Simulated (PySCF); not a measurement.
CH8ClFSi3, SMILES C[Si@H](Cl)[Si@@H](F)[SiH3]. Coordinates come from a B3LYP-D3(BJ)/def2-SVP optimisation. The structure was generated by enumeration; whether it is a known compound was not checked. The values are those of a single conformer.

### Question
Give the equilibrium geometry at B3LYP-D3(BJ)/def2-SVP (PySCF confirms it by a frequency run) as bond lengths and angles. (Estimate from the structure and the level; the computed values follow.)

### Answer
Several could match; the one computed here: 
Atoms: C1 Si2 Cl3 Si4 F5 Si6 H7 H8 H9 H10 H11 H12 H13 H14. Bonds (Å): C1–Si2 1.875, C1–H7 1.101, C1–H8 1.101, C1–H9 1.103, Si2–Cl3 2.105, Si2–Si4 2.346, Si2–H10 1.490, Si4–F5 1.645, Si4–Si6 2.354, Si4–H11 1.493, Si6–H12 1.492, Si6–H13 1.490, Si6–H14 1.492. Bond angles (°): Si2–C1–H7 111.1, Si2–C1–H8 110.6, Si2–C1–H9 109.6, H7–C1–H8 108.5, H7–C1–H9 108.6, H8–C1–H9 108.4, C1–Si2–Cl3 109.4, C1–Si2–Si4 111.5, C1–Si2–H10 111.0, Cl3–Si2–Si4 101.8, Cl3–Si2–H10 107.5, Si4–Si2–H10 115.0, Si2–Si4–F5 108.9, Si2–Si4–Si6 108.1, Si2–Si4–H11 111.8, F5–Si4–Si6 109.3, F5–Si4–H11 107.8, Si6–Si4–H11 110.9, Si4–Si6–H12 109.3, Si4–Si6–H13 109.4, Si4–Si6–H14 110.5, H12–Si6–H13 109.3, H12–Si6–H14 108.9, H13–Si6–H14 109.4.
